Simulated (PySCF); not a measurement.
An unknown is described by computed data only.

Formula: C4H5BO2S.

* 13C NMR: chemical shifts (computed TMS as zero) by class: 147.9 (1 C), 146.6 (1 C), 143.1 (1 C), 137.5 (1 C) ppm [GIAO B3LYP/pcSseg-2]
* Polarisability: 83.8 au [wB97X-D/def2-SVPD]
* 1H NMR: chemical shifts (computed TMS as zero) by class: 7.99 (1 H), 7.56 (1 H), 7.37 (1 H), 3.82 (2 H) ppm [GIAO B3LYP/pcSseg-2]
* Rotational structure: rotational constants A, B, C: 3.595, 1.289, 0.949 GHz [PBE0-D3(BJ)/def2-SVP]
* UV, first state: lowest singlet excitation: 5.41 eV (229 nm, f = 0.175) [TDDFT wB97X-D/def2-SVPD]
* Valence photoelectron: vertical ionisation energy: 8.97 eV [ΔSCF wB97X-D/def2-SVPD]
* Dipole: 0.94 D [wB97X-D/def2-SVPD]
* Triplet: lowest triplet excitation (Tamm–Dancoff): 3.60 eV [TDA wB97X-D/def2-SVPD]
* NMR, other nuclei: isotropic shieldings of nuclei other than C and H, by class: 71 (1 B), 218 (2 O), 220 (1 S) ppm [GIAO B3LYP/pcSseg-2]

The electronic properties come from PySCF, for the isolated species, density fitting. Levels stand in brackets. Isolated species at its PBE0-D3(BJ)/def2-SVP geometry (one conformer only). Each NMR value is the plain mean over a class of atoms that symmetry, rotation or inversion makes alike.

Question: What is the compound? Reason from the data.

Answer: Numbering: `[OH:1][B:2]([OH:3])[c:4]1[cH:5][cH:6][cH:7][s:8]1`. 4 carbons fall into 4 classes; from least to most shielded: aromatic CH carbon [C5] (147.9 ppm), substituted aromatic carbon [C4] (146.6 ppm), aromatic CH next to a ring sulfur [C7] (143.1 ppm), aromatic CH carbon [C6] (137.5 ppm). Hydrogen classes from least to most shielded: 1 H on an aromatic CH carbon, C5 (7.99 ppm), 1 H on an aromatic CH next to a ring sulfur, C7 (7.56 ppm), 1 H on an aromatic CH carbon, C6 (7.37 ppm), 2 H on 2 boron-bound oxygens, O1/O3 (3.82 ppm). The other shieldings belong to: 71 ppm, three-coordinate boron [B2]; 218 ppm, boron-bound oxygen [O1/O3]; 220 ppm, thiophene-type sulfur [S8]. The first electron is taken from the HOMO, whose largest Löwdin shares are 0.29 on the substituted aromatic carbon, 0.27 on the aromatic CH next to a ring sulfur, 0.14 on an aromatic CH carbon and 0.13 on an aromatic CH carbon. The optimised geometry has point group Cs and is an asymmetric top. Structure: thiophene-2-boronic acid (`OB(O)c1cccs1`). The assignments are read from this structure; whether some other isomer fits the data as well wasn't checked.

Shape of the structure used: `[OH:1][B:2]([OH:3])[c:4]1[cH:5][cH:6][cH:7][s:8]1`: O1–B2–C4–C5 180°, H–O1–B2–O3 180°, H–O3–B2–O1 0°.
